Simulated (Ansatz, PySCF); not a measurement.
Isomers of CHN: 1 is C#N, 2 is [C-]#[NH+]; one conformer of each (the lowest of an xTB search), B3LYP-D3(BJ)/def2-TZVP minima.
Isomer 1 (charge 0, multiplicity 1):
```xyz
3

C     -0.02648     0.00000     0.00000
N      1.11969     0.00000     0.00000
H     -1.09320     0.00000     0.00000
```
Isomer 2 (charge 0, multiplicity 1):
```xyz
3

C      1.109    -0.001     0.000
N     -0.056     0.000     0.000
H     -1.053     0.001     0.000
```

No zero-point or thermal terms.

Correlated levels freeze the cores. CBS: X⁻³ extrapolation of the correlation energy, Hartree–Fock from the larger set.

Codes used: Ansatz (a quantum-chemistry and plane-wave program); PySCF for the dispersion terms. Each number belongs to the level named beside it.

| level | electronic energy of isomer 2 less that of isomer 1 (kJ/mol) |
|---|---|
| SVWN5/def2-TZVPP | 58.3 |
| BLYP-D4/def2-TZVPP | 62.0 |
| revPBE/def2-TZVPP | 62.8 |
| B3LYP/def2-TZVPP | 58.2 |
| CAM-B3LYP-D3(BJ)/def2-TZVPP | 54.9 |
| wB97X-V/def2-TZVPP | 54.4 |
| SCS-MP2/cc-pVDZ | ___ |
| SCS-MP2/cc-pVTZ | ___ |
| CCSD(T)/CBS(cc-pVTZ, cc-pVQZ) | 62.0 |

Problem. What belongs in the gaps?

Solution. 
- SCS-MP2/cc-pVDZ, electronic energy of isomer 2 less that of isomer 1 (kJ/mol): 74.8
- SCS-MP2/cc-pVTZ, electronic energy of isomer 2 less that of isomer 1 (kJ/mol): 71.4
